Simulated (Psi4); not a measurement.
C₃H₅O, charge -1, singlet, geometry from GFN2-xTB (a gas-phase anion, which may not be bound at this level); WB97M-V/cc-pVDZ (Psi4 1.11).

The Psi4 input:
```
memory 2 GB

molecule mol {
-1 1
  O    -0.676534    0.120809    1.218495
  C    -0.061269    0.128940    0.108473
  C     0.326122    1.211839   -0.611460
  C     0.290182   -1.256711   -0.499632
  H     0.903076   -1.822173    0.205539
  H     0.125148    2.217325   -0.269084
  H     0.850117    1.122950   -1.554894
  H     0.830138   -1.163729   -1.442472
  H    -0.626420   -1.825252   -0.671333
}

set basis cc-pvdz
set reference rks

energy('wb97m-v')
print_variables()
```

### Question
Write the output that Psi4 gives for this input, abridged.

### Answer

```
   => Loading Basis Set <=

    Name: CC-PVDZ
    Role: ORBITAL
    Keyword: BASIS

         ---------------------------------------------------------
                                   SCF
               by Justin Turney, Rob Parrish, Andy Simmonett
                          and Daniel G. A. Smith
                              RKS Reference
         ---------------------------------------------------------

  ==> Geometry <==

    Molecular point group: c1
    Full point group: C1

    Geometry (in Angstrom), charge = -1, multiplicity = 1:

       Center              X                  Y                   Z               Mass
    ------------   -----------------  -----------------  -----------------  -----------------
         O           -0.640374324193     0.095232046828     1.153676751565    15.994914619570
         C           -0.025109324193     0.103363046828     0.043654751565    12.000000000000
         C            0.362281675807     1.186262046828    -0.676278248435    12.000000000000
         C            0.326341675807    -1.282287953172    -0.564450248435    12.000000000000
         H            0.939235675807    -1.847749953172     0.140720751565     1.007825032230
         H            0.161307675807     2.191748046828    -0.333902248435     1.007825032230
         H            0.886276675807     1.097373046828    -1.619712248435     1.007825032230
         H            0.866297675807    -1.189305953172    -1.507290248435     1.007825032230
         H           -0.590260324193    -1.850828953172    -0.736151248435     1.007825032230

  Running in c1 symmetry.

  Rotational constants: A =      0.35204  B =      0.31560  C =      0.17172 [cm^-1]
  Rotational constants: A =  10553.77845  B =   9461.47067  C =   5148.10838 [MHz]
  Nuclear repulsion =  112.003742608371610

  Charge       = -1
  Multiplicity = 1
  Electrons    = 32
  Nalpha       = 16
  Nbeta        = 16

  ==> Algorithm <==

  SCF Algorithm Type is DF.
  DIIS enabled.
  MOM disabled.
  Fractional occupation disabled.
  Guess Type is SAD.
  Energy threshold   = 1.00e-06
  Density threshold  = 1.00e-06
  Integral threshold = 1.00e-12

  ==> Primary Basis <==

  Basis Set: CC-PVDZ
    Blend: CC-PVDZ
    Number of shells: 39
    Number of basis functions: 81
    Number of Cartesian functions: 85
    Spherical Harmonics?: true
    Max angular momentum: 2

  ==> DFT Potential <==

   => LibXC <=

    Version 7.1.2
    S. Lehtola, C. Steigemann, M. J. T. Oliveira, and M. A. L. Marques,  SoftwareX 7, 1–5 (2018) (10.1016/j.softx.2017.11.002)

   => Composite Functional: WB97M-V <=

    wB97M-V Hyb-GGA Exchange-Correlation Functional

    N. Mardirossian and M. Head-Gordon,  J. Chem. Phys. 144, 214110 (2016) (10.1063/1.4952647)

    Deriv               =              1
    GGA                 =           TRUE
    Meta                =           TRUE

    Exchange Hybrid     =           TRUE
    MP2 Hybrid          =          FALSE

   => Exchange-Correlation Functionals <=

    1.0000   wB97M-V exchange-correlation functional

   => Exact (HF) Exchange <=

    0.8500            HF,LR [omega = 0.3000]
    0.1500               HF

   => LibXC Density Thresholds  <==

    XC_HYB_MGGA_XC_WB97M_V:  1.00E-13

   => VV10 Non-Local Parameters <=

    VV10 B              =     6.0000E+00
    VV10 C              =     1.0000E-02

   => Molecular Quadrature <=

    Radial Scheme          =       TREUTLER
    Pruning Scheme         =           NONE
    Nuclear Scheme         =       TREUTLER

    Blocking Scheme        =         OCTREE
    BS radius alpha        =              1
    Pruning alpha          =              1
    Radial Points          =             75
    Spherical Points       =            302
    Total Points           =         193244
    Total Blocks           =           1506
    Max Points             =            256
    Max Functions          =             81
    Weights Tolerance      =       1.00E-15

   => Loading Basis Set <=

    Name: (CC-PVDZ AUX)
    Role: JKFIT
    Keyword: DF_BASIS_SCF

  ==> Integral Setup <==

  SCF_SUBTYPE=INCORE selected. In-core MEM_DF algorithm will be used.
  Using in-core AOs.

  ==> MemDFJK: Density-Fitted J/K Matrices <==

    J tasked:                   Yes
    K tasked:                   Yes
    wK tasked:                  Yes
    Omega:                3.000E-01
    Algorithm:                 Core
    Schwarz Cutoff:           1E-12
    Mask sparsity (%):       0.0000
    Fitting Condition:        1E-10

   => Auxiliary Basis Set <=

  Basis Set: (CC-PVDZ AUX)
    Blend: CC-PVDZ-JKFIT
    Number of shells: 141
    Number of basis functions: 395
    Number of Cartesian functions: 449
    Spherical Harmonics?: true
    Max angular momentum: 3

  Minimum eigenvalue in the overlap matrix is 2.9600228765E-03.
  Reciprocal condition number of the overlap matrix is 5.5928888014E-04.
    Using symmetric orthogonalization.

  ==> Pre-Iterations <==

  SCF Guess: Superposition of Atomic Densities via on-the-fly atomic UHF (no occupation information).

   -------------------------
    Irrep   Nso     Nmo
   -------------------------
     A         81      81
   -------------------------
    Total      81      81
   -------------------------

  ==> Iterations <==

                           Total Energy        Delta E     RMS |[F,P]|

   @DF-RKS iter SAD:  -191.59305150030050   -1.91593e+02   0.00000e+00
   @DF-RKS iter   1:  -192.15676860014469   -5.63717e-01   9.28919e-03 DIIS/ADIIS
   @DF-RKS iter   2:  -192.27850470312836   -1.21736e-01   7.99167e-03 DIIS/ADIIS
   @DF-RKS iter   3:  -192.44629330875802   -1.67789e-01   1.52106e-03 DIIS/ADIIS
   @DF-RKS iter   4:  -192.45224340528804   -5.95010e-03   3.17275e-04 DIIS/ADIIS
   @DF-RKS iter   5:  -192.45260451992917   -3.61115e-04   3.50243e-05 DIIS
   @DF-RKS iter   6:  -192.45261244593243   -7.92600e-06   1.63220e-05 DIIS
   @DF-RKS iter   7:  -192.45261360287634   -1.15694e-06   4.07465e-06 DIIS
   @DF-RKS iter   8:  -192.45261375416945   -1.51293e-07   1.52452e-06 DIIS
   @DF-RKS iter   9:  -192.45261376968813   -1.55187e-08   6.65580e-07 DIIS
  Energy and wave function converged.

  ==> Post-Iterations <==

   Electrons on quadrature grid:
      Ntotal   =   32.0000460279 ; deviation = 4.603e-05

    Orbital Energies [Eh]
    ---------------------

    Doubly Occupied:

       1A    -19.029361     2A    -10.172150     3A    -10.154357
       4A    -10.080789     5A     -0.856129     6A     -0.650175
       7A     -0.575098     8A     -0.393924     9A     -0.328014
      10A     -0.325555    11A     -0.314427    12A     -0.251747
      13A     -0.220493    14A     -0.200211    15A     -0.079973
      16A     -0.041940

    Virtual:

      17A      0.320311    18A      0.357887    19A      0.361558
      20A      0.390682    21A      0.420034    22A      0.424743
      23A      0.498269    24A      0.595049    25A      0.651518
      26A      0.717460    27A      0.752196    28A      0.775548
      29A      0.840461    30A      0.854063    31A      0.885622
      32A      0.891551    33A      0.929366    34A      0.935203
      35A      0.937984    36A      0.975306    37A      0.993211
      38A      1.008137    39A      1.081068    40A      1.145865
      41A      1.197092    42A      1.322548    43A      1.335722
      44A      1.368267    45A      1.404942    46A      1.430262
      47A      1.493775    48A      1.495804    49A      1.564882
      50A      1.662612    51A      1.694399    52A      1.748290
      53A      1.824454    54A      1.875653    55A      1.885538
      56A      1.915917    57A      1.936743    58A      1.945705
      59A      2.021729    60A      2.030249    61A      2.081827
      62A      2.186041    63A      2.197333    64A      2.248957
      65A      2.256177    66A      2.364430    67A      2.380822
      68A      2.459745    69A      2.502994    70A      2.609560
      71A      2.675842    72A      2.709643    73A      2.728670
      74A      2.744977    75A      2.891442    76A      3.055508
      77A      3.093940    78A      3.269633    79A      3.450167
      80A      3.715294    81A      3.814019

    Final Occupation by Irrep:
              A
    DOCC [    16 ]
    NA   [    16 ]
    NB   [    16 ]

  @DF-RKS Final Energy:  -192.45261376968813

   => Energetics <=

    Nuclear Repulsion Energy =            112.0037426083716099
    One-Electron Energy =                -489.7917123141328375
    Two-Electron Energy =                 204.1297498586267523
    DFT Exchange-Correlation Energy =     -18.9204051548636372
    Empirical Dispersion Energy =           0.0000000000000000
    VV10 Nonlocal Energy =                  0.1260112323099514
    Total Energy =                       -192.4526137696881278

Computation Completed

Properties will be evaluated at   0.000000,   0.000000,   0.000000 [a0]

Properties computed using the SCF density matrix

 Multipole Moments:

 ------------------------------------------------------------------------------------
     Multipole            Electronic (a.u.)      Nuclear  (a.u.)        Total (a.u.)
 ------------------------------------------------------------------------------------

 L = 1.  Multiply by 2.5417464519 to convert [e a0] to [Debye]
 Dipole X            :         -1.8026303            2.1182827            0.3156525
 Dipole Y            :          0.7105071           -1.4983346           -0.7878276
 Dipole Z            :          3.2399224           -3.7971471           -0.5572247
 Magnitude           :                                                    1.0152872

 ------------------------------------------------------------------------------------

  Variable Map:
  ----------------------------------------------------------------------------
  "CURRENT ENERGY"              =>    -192.452613769688
  "CURRENT REFERENCE ENERGY"    =>    -192.452613769688
  "DD SOLVATION ENERGY"         =>       0.000000000000
  "DFT FUNCTIONAL TOTAL ENERGY" =>    -192.452613769688
  "DFT TOTAL ENERGY"            =>    -192.452613769688
  "DFT VV10 ENERGY"             =>       0.126011232310
  "DFT XC ENERGY"               =>     -18.920405154864
  "GRID ELECTRONS ALPHA"        =>      16.000023013951
  "GRID ELECTRONS BETA"         =>      16.000023013951
  "GRID ELECTRONS TOTAL"        =>      32.000046027902
  "NUCLEAR REPULSION ENERGY"    =>     112.003742608372
  "ONE-ELECTRON ENERGY"         =>    -489.791712314133
  "PCM POLARIZATION ENERGY"     =>       0.000000000000
  "PE ENERGY"                   =>       0.000000000000
  "SCF ITERATION ENERGY"        =>    -192.452613769688
  "SCF ITERATIONS"              =>       9.000000000000
  "SCF TOTAL ENERGY"            =>    -192.452613769688
  "TWO-ELECTRON ENERGY"         =>     204.129749858627
  "XC GRID RADIAL POINTS"       =>      75.000000000000
  "XC GRID SPHERICAL POINTS"    =>     302.000000000000
  "XC GRID TOTAL POINTS"        =>  193244.000000000000

  Array Variable Map:
  ----------------------------------------------------------------------------
  "CURRENT DIPOLE"              =>       0.315652483054 ... -0.557224727256 1 by 3
  "SCF DIPOLE"                  =>       0.315652483054 ... -0.557224727256 1 by 3
  "SCF TOTAL ENERGIES"          =>    -191.593051500301 ... -192.452613769688 1 by 10
```
